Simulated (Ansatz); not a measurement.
The first iterations of a band of ClF$_{2}$GeH (5 atoms, charge 0, multiplicity 1).

All numbers below come from RKS PBE/def2-SVP (Ansatz 0.2.0).

```yaml
movable_images: 7
climbing_image: yes
spring: 5.0 eV/Å²
optimiser: quadratic models (default)
start_path: through a guess of the saddle point
force_threshold: 0.05 eV/Å
iteration_limit: 60
end_points: relaxed
```

First end point:

```xyz
5
Properties=species:S:1:pos:R:3
Ge 0.210 0.045 0.241
H 0.186 -0.002 1.777
F 1.849 0.029 -0.340
Cl -0.778 1.754 -0.592
F -0.527 -1.385 -0.421
```

Last end point:

```xyz
5
Properties=species:S:1:pos:R:3
Ge -0.596 0.565 0.868
H 1.114 -0.757 0.173
F 1.639 -0.013 0.534
Cl -0.807 1.757 -0.986
F -0.411 -1.111 0.075
```

| iteration | highest image above the first end (eV) | largest band force component (eV/Å) |
| --- | --- | --- |
| 1 | 3.518 | 10.660 |
| 2 | 2.345 | 2.547 |
| 3 | 2.059 | 1.622 |
| 4 | 1.958 | 1.450 |
| 5 | 2.173 | 1.024 |

**Question.** Does the band converge within its limit, and where does its top end?

**Answer.** The run converged. It ended after 16 iterations with the highest image 2.014 eV above the first end. Neighbouring images differ by up to 1.3 eV, so the band resolves the path poorly. A vibrational analysis at the climbing image gives one clearly imaginary mode, 1115i cm⁻¹: a first-order saddle point. The orbitals stay closed-shell, which can raise the energy where a bond breaks towards radicals; this wasn't checked here.

Run time: 120 s on 2 threads of AMD EPYC 7R43 64-Core Processor (Zen 3), on a shared host, peak memory 0.14 GiB.
